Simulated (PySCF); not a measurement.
## Bonding in `C=C1[C@@H](O)[C@H]1[SiH2]C`

Species: C₅H₁₀OSi.
Atom-mapped SMILES: `[CH2:1]=[C:2]1[C@@H:3]([OH:4])[C@H:5]1[SiH2:6][CH3:7]` (hydrogens: H8, H9 on C1; H10 on C3; H11 on O4; H12 on C5; H13, H14 on Si6; H15, H16, H17 on C7)

Structure used (GFN2-xTB), in Å, numbered top down from 1:
```
atom  x, y, z in Å
C1    -2.7441    0.6563    0.4904
C2    -1.6286   -0.0251    0.5613
C3    -0.8516   -1.1896    0.1225
O4    -0.3318   -1.2466   -1.1773
C5    -0.2546   -0.1447    1.0453
Si6    1.0679    0.9795    0.2820
C7     2.6579   -0.0278    0.0578
H8    -2.8767    1.5785    1.0330
H9    -3.5824    0.3194   -0.0998
H10   -1.1107   -2.1709    0.5211
H11   -1.0526   -1.2008   -1.8151
H12   -0.1174   -0.4240    2.0828
H13    0.5930    1.5311   -0.9899
H14    1.2711    2.0856    1.2329
H15    2.4870   -0.8671   -0.6093
H16    3.4505    0.5816   -0.3656
H17    3.0160   -0.4232    1.0047
```

Bond orders from the PBE0/pcSseg-1 density (PySCF). One conformer (not necessarily the lowest) at the GFN2-xTB geometry, without solvent, vibrations or thermal averaging.

(1) How far do the computed orders between heavy atoms stray from the drawn ones?

(2) Give the Mayer order of every bond, beside its length.

Results:

(1) The largest departure is 0.197, at C5–Si6 (drawn single, 0.803). Drawn single, order below 0.88: C5–Si6 (0.803).

(2) 
```
   bond  drawn as  length (Å)  Mayer order
  C1–C2    double       1.309        2.060
  C2–C3    single       1.467        0.886
  C3–O4    single       1.401        0.987
  C3–C5    single       1.517        0.924
 C5–Si6    single       1.896        0.803
 Si6–C7    single       1.896        0.959
  C5–C2    single       1.462        0.916
  C1–H8    single       1.078        0.932
  C1–H9    single       1.079        0.924
 C3–H10    single       1.090        0.952
 O4–H11    single       0.964        0.945
 C5–H12    single       1.083        0.926
Si6–H13    single       1.465        0.955
Si6–H14    single       1.473        0.943
 C7–H15    single       1.086        0.956
 C7–H16    single       1.086        0.961
 C7–H17    single       1.087        0.958
```

By pair of heavy elements: C–C: lowest C2–C3 (0.886, 1.467 Å), highest C1–C2 (2.060, 1.309 Å); in 1 of the 6 pairs the longer bond (by over 0.003 Å) has the higher order (by 0.02 or more). C–Si: lowest C5–Si6 (0.803, 1.896 Å), highest Si6–C7 (0.959, 1.896 Å).

Sum the orders of all bonds at each heavy atom with more than one neighbour and set the sums beside the valence in the SMILES.

C1 3.916 (drawn 4), C2 3.862 (drawn 4), C3 3.749 (drawn 4), O4 1.932 (drawn 2), C5 3.569 (drawn 4), Si6 3.660 (drawn 4), C7 3.834 (drawn 4). Orders between atoms that aren't bonded are not in these sums.

Mayer orders depend on the basis set.

These values come from a run that also computed NMR shieldings. Hardware: Arm Neoverse N1, one thread (shared host). Cost: 48 s, 0.81 GiB resident at most.
